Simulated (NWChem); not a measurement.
# triflic acid (CHF₃O₃S); SMILES O=S(=O)(O)C(F)(F)F

```xyz
9

O     -1.1722    -1.2145    -0.8145
S      0.1359    -0.8602     0.0540
O     -0.0900    -1.2603     1.4239
O      1.2831    -1.2361    -0.7242
C      0.0145     0.9916     0.0077
F      0.9812     1.4979     0.7440
F      0.1233     1.4210    -1.2311
F     -1.1582     1.3562     0.5015
H     -1.9207    -1.3365    -0.2076
```
Atoms are numbered in this order, from 1.

Level: PBE0/def2-SVP (NWChem), optimised geometry, unscaled harmonic frequencies. 

```
frequency (cm⁻¹)  IR intensity (km/mol)
----------------  ---------------------
47                                  1.2
176                                11.9
183                                 3.3
296                                35.8
302                                11.9
331                                 1.7
358                                36.7
446                                31.5
484                                26.4
571                                 0.5
574                                 0.7
610                               149.6
787                                17.2
862                               210.1
1111                               80.6
1177                              297.8
1265                               42.9
1297                              233.8
1314                              279.8
1465                              267.9
3805                              169.2
```

```
Item                                                                                Value
-----------------------------------------------------------------------  ----------------
zero-point energy                                                           25.0 kcal/mol
thermal correction to the enthalpy at 298.15 K (with zero-point energy)     30.4 kcal/mol
heat capacity Cv                                                         26.3 cal/(mol K)
entropy at 298.15 K and 1 atm (symmetry number 1)                        87.5 cal/(mol K)
dipole moment                                                                      2.73 D
```

Rigid rotor and harmonic oscillator; modes under 100 cm⁻¹ make the entropy uncertain.
